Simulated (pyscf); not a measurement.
Single points on ωB97X-D3(BJ)/def2-SVP structures (PySCF, gas phase).

Problem. What is the homolytic dissociation enthalpy (298 K, ωB97M-D3(BJ)/def2-TZVP) of the Al–Al bond of F–Al(F)–Al(Cl)–Cl, to [F–Al–F]• + [Cl–Al–Cl]•?

Solution. Al–Al to [F–Al–F]• + [Cl–Al–Cl]•: 275.6 kJ/mol. The 7 functionals that were run give +245.4 (r²SCAN) to +295.3 kJ/mol (ωB97X-D3(BJ)). The radicals are drawn with the spin at the cut bond; how far it spreads was not checked.
